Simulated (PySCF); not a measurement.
Computed IR spectrum (relative IR intensity) of a molecule CH5F3Si2. Coordinates come from a PBE-D3(BJ)/def2-SVP optimisation. The values are those of a single conformer. All values below come from PBE-D3(BJ)/def2-SVP run with PySCF. Frequencies are harmonic and unscaled.

Lines under 2 % of the strongest are left out, and lines within 2 cm⁻¹ are merged.

```json
[
 {"ν (cm⁻¹)": "326", "relative intensity": "12"},
 {"ν (cm⁻¹)": "385", "relative intensity": "12"},
 {"ν (cm⁻¹)": "515", "relative intensity": "4.2"},
 {"ν (cm⁻¹)": "570", "relative intensity": "2.1"},
 {"ν (cm⁻¹)": "602", "relative intensity": "17"},
 {"ν (cm⁻¹)": "631", "relative intensity": "60"},
 {"ν (cm⁻¹)": "711", "relative intensity": "2.5"},
 {"ν (cm⁻¹)": "812", "relative intensity": "100"},
 {"ν (cm⁻¹)": "843", "relative intensity": "51"},
 {"ν (cm⁻¹)": "875", "relative intensity": "19"},
 {"ν (cm⁻¹)": "893", "relative intensity": "8.0"},
 {"ν (cm⁻¹)": "907", "relative intensity": "94"},
 {"ν (cm⁻¹)": "959", "relative intensity": "93"},
 {"ν (cm⁻¹)": "988", "relative intensity": "58"},
 {"ν (cm⁻¹)": "1074", "relative intensity": "44"},
 {"ν (cm⁻¹)": "2175", "relative intensity": "17"},
 {"ν (cm⁻¹)": "2190", "relative intensity": "66"},
 {"ν (cm⁻¹)": "2204", "relative intensity": "43"},
 {"ν (cm⁻¹)": "2207", "relative intensity": "85"}
]
```

**Question.** Identify the compound among the candidates.
(A) F[SiH2]C[SiH](F)F
(B) FC(F)(F)[SiH2][SiH3]
(C) F[SiH2]C(F)(F)[SiH3]
(D) FC(F)[Si@@H](F)[SiH3]

**Answer.** C, F[SiH2]C(F)(F)[SiH3]
